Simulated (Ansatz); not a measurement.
Relaxation of the cluster SiB3 with UKS r2SCAN-D4/def2-TZVP.

```sh
$ ansatz run in.yaml --threads 4 --pin off --events-out ev --progress --plain --max-ram 3916MiB
```

```yaml
crystal:
  periodic: [false, false, false]
  atoms:
    - {symbol: B, position_ang: [-1.006820, -0.611440, 0.059620]}
    - {symbol: B, position_ang: [-0.714670, 0.913950, 0.033850]}
    - {symbol: B, position_ang: [0.833110, 0.833670, -0.054510]}
    - {symbol: Si, position_ang: [0.888380, -1.136190, -0.038960]}
basis:
  gaussian: {orbitals: def2-TZVP}
magnetization: {spin_polarized: true, initial_magnetization: 1}
hamiltonian: {xc: r2scan, dispersion: d4}
scf: {lower_state_search: "off"}
output: {orbitals: {seedname: orbitals}}
relax: {f_tol: 0.02, max_steps: 100}
```

Run time 13 s (4 threads of Arm Neoverse V1 on a shared host).

Positions (Å) and forces (eV/Å) at steps 1, 2, 3, 4, 5, 6 of 6:

```xyz
4
step=1 energy=-9898.5177 eV
B    -1.007   -0.611    0.060    0.842    0.327   -0.045
B    -0.715    0.914    0.034   -0.094    0.084   -0.001
B     0.833    0.834   -0.055   -0.488   -0.759    0.038
Si    0.888   -1.136   -0.039   -0.260    0.348    0.007
4
step=2 energy=-9898.5828 eV
B    -0.969   -0.591    0.059    0.595    0.182   -0.034
B    -0.735    0.939    0.033   -0.147    0.180    0.007
B     0.804    0.801   -0.051   -0.311   -0.545    0.022
Si    0.899   -1.150   -0.040   -0.137    0.184    0.006
4
step=3 energy=-9898.6788 eV
B    -0.863   -0.523    0.052    0.283    0.056   -0.016
B    -0.802    1.021    0.036    0.266   -0.114   -0.015
B     0.718    0.713   -0.046   -0.336   -0.198    0.021
Si    0.948   -1.211   -0.042   -0.213    0.255    0.009
4
step=4 energy=-9898.6080 eV rejected
B    -0.819   -0.495    0.048   -0.123   -0.091    0.012
B    -0.777    1.028    0.037   -2.239    0.710    0.119
B     0.644    0.684   -0.043    2.225   -0.587   -0.119
Si    0.953   -1.217   -0.042    0.137   -0.032   -0.011
4
step=5 energy=-9898.6870 eV
B    -0.831   -0.502    0.051    0.081    0.006   -0.006
B    -0.813    1.038    0.036    0.155   -0.105   -0.007
B     0.687    0.688   -0.044   -0.116   -0.050    0.006
Si    0.957   -1.223   -0.043   -0.121    0.149    0.006
4
step=6 energy=-9898.6885 eV
B    -0.832   -0.505    0.050    0.000   -0.007    0.001
B    -0.808    1.032    0.037   -0.002    0.003   -0.001
B     0.688    0.689   -0.044    0.007   -0.001    0.000
Si    0.952   -1.216   -0.043   -0.004    0.006    0.000
```

The charge 0 doublet is spin-contaminated (final ⟨S²⟩ up to 0.83, 0.75 for a pure state). The relaxation made no stability test and no search for a lower SCF solution. The structure comes from a short search, and lower isomers may exist.
